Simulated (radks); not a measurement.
Results of a calculation; reference values are marked as such.
Task: Species: Zr0.5+. Configuration: [He] 2s2 2p(up 3, down 2.5) 3s2 3p6 3d10 4s2 4p6 4d2 5s2 (fractional occupations, a model configuration). Level of theory: scalar-relativistic Kohn-Sham, r2SCAN, spin-polarised, spherical densities, finite nucleus; open shells are filled with parallel spins first (spin-orbit coupling, left out, can overturn this in heavy ions); meta-GGA in the generalised Kohn-Sham scheme; Fermi nuclear charge, rms radius 4.2694 fm (a radial shooting solver on a logarithmic mesh with Libxc functionals). Some entries of the table are withheld. Estimate them.

orbital  occ.  eigenvalue (eV)  r(max) (bohr)  <1/r> (bohr^-1)
1s up       1        -17944.44        0.02414            41.25
1s down     1        -17939.89        0.02414            41.26
2s up       1        -2535.595         0.1365            9.310
2s down     1        -2529.010         0.1365            9.302
2p up       3        -2269.731         0.1091            9.056
2p down   2.5        -2261.718         0.1091            9.049
3s up       1        -430.9527         0.4043            3.183
3s down     1        -430.3921         0.4046            3.181
3p up       3        -341.8908         0.3976            3.024
3p down     3        -341.1302         0.3981            3.021
3d up       5        -195.8613         0.3416            2.798
3d down     5        -194.8727         0.3426            2.791
4s up       1         -64.1430          1.063            1.131
4s down     1         -62.6581          1.059            1.139
4p up       3              (1)          1.155           0.9998
4p down     3              (2)          1.150            1.009
4d up       2          -9.1395            (3)              (4)
5s up       1          -8.1461          2.944           0.3807
5s down     1          -7.4019          3.080           0.3519
4d down     0          -7.2319            (5)              (6)

Result: 
(1) 4p up eigenvalue (eV): -40.9278
(2) 4p down eigenvalue (eV): -39.1907
(3) 4d up r(max) (bohr): 1.491
(4) 4d up <1/r> (bohr^-1): 0.6746
(5) 4d down r(max) (bohr): 1.478
(6) 4d down <1/r> (bohr^-1): 0.6573
